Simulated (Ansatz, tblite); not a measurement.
Removing and adding an electron: Cu2(OH)4 (Cu₂O₄H₄). The state is a triplet with charge 0. Geometry: PBE-D4/def2-SVP. Ansatz, gas phase; energy differences of separate SCF runs; the oxidised species is a quartet (the doublet lies 0.07 eV higher at PBE0-D4/def2-TZVP); the reduced species is a doublet (the quartet lies 1.85 eV higher at PBE0-D4/def2-TZVPD).

```xyz
10

Cu   -0.277    1.392    0.045
O    -0.957    2.969    0.581
O    -0.724   -0.095   -1.134
Cu    0.307   -1.383   -0.094
O     0.322   -3.145    0.268
O     1.250    0.241    0.431
H    -0.635    3.706    0.024
H    -1.680   -0.297   -1.145
H     0.898   -3.635   -0.353
H     1.497    0.247    1.376
```

The xTB rows come from tblite. HOMO above LUMO, or a gap near zero within one spin, warns that the state may not be the lowest or that an electron is smeared out.

(1) Estimate orbital energies and vertical ionisation energies and electron affinities at: GFN1-xTB; GFN2-xTB; PBE-D4/def2-TZVP; PBE-D4/def2-TZVPD; r2SCAN-D4/def2-TZVP; r2SCAN-D4/def2-TZVPD; PBE0-D4/def2-TZVP; PBE0-D4/def2-TZVPD.

## Answers

(1) 
```json
{"level": "GFN1-xTB", "−HOMO (eV)": "–", "vertical IE (eV)": "12.89", "−LUMO (eV)": "–", "vertical EA (eV)": "7.46", "HOMO–LUMO gap (eV)": "–", "IE − EA (eV)": "5.42", "remarks": "–"}
{"level": "GFN2-xTB", "−HOMO (eV)": "–", "vertical IE (eV)": "14.52", "−LUMO (eV)": "–", "vertical EA (eV)": "7.88", "HOMO–LUMO gap (eV)": "–", "IE − EA (eV)": "6.64", "remarks": "–"}
{"level": "PBE-D4/def2-TZVP", "−HOMO (eV)": "5.99", "vertical IE (eV)": "8.88", "−LUMO (eV)": "5.03", "vertical EA (eV)": "–", "HOMO–LUMO gap (eV)": "0.96", "IE − EA (eV)": "–", "remarks": "–"}
{"level": "PBE-D4/def2-TZVPD", "−HOMO (eV)": "6.08", "vertical IE (eV)": "–", "−LUMO (eV)": "5.13", "vertical EA (eV)": "2.35", "HOMO–LUMO gap (eV)": "0.95", "IE − EA (eV)": "–", "remarks": "HOMO above zero (-1 doublet), gap within one spin near zero (-1 doublet)"}
{"level": "r2SCAN-D4/def2-TZVP", "−HOMO (eV)": "6.42", "vertical IE (eV)": "9.15", "−LUMO (eV)": "4.84", "vertical EA (eV)": "–", "HOMO–LUMO gap (eV)": "1.57", "IE − EA (eV)": "–", "remarks": "–"}
{"level": "r2SCAN-D4/def2-TZVPD", "−HOMO (eV)": "6.47", "vertical IE (eV)": "–", "−LUMO (eV)": "4.90", "vertical EA (eV)": "2.16", "HOMO–LUMO gap (eV)": "1.57", "IE − EA (eV)": "–", "remarks": "HOMO above zero (-1 doublet), gap within one spin near zero (-1 doublet)"}
{"level": "PBE0-D4/def2-TZVP", "−HOMO (eV)": "8.09", "vertical IE (eV)": "9.89", "−LUMO (eV)": "3.61", "vertical EA (eV)": "–", "HOMO–LUMO gap (eV)": "4.48", "IE − EA (eV)": "–", "remarks": "–"}
{"level": "PBE0-D4/def2-TZVPD", "−HOMO (eV)": "8.16", "vertical IE (eV)": "–", "−LUMO (eV)": "3.67", "vertical EA (eV)": "1.84", "HOMO–LUMO gap (eV)": "4.48", "IE − EA (eV)": "–", "remarks": "–"}
```

   A HOMO above zero means that the electron is unbound at that level or that self-interaction error raises the level; the energy of removing that electron tells which. HOMO and LUMO are the levels of the spin that leaves or enters (xTB has no such levels and no spin-polarisation term). Other spin states of the ions may lie lower, which would lower the ionisation energy or raise the affinity. Raw xTB energy differences between charge states are shifted by several eV; the methods need an empirical correction for them.
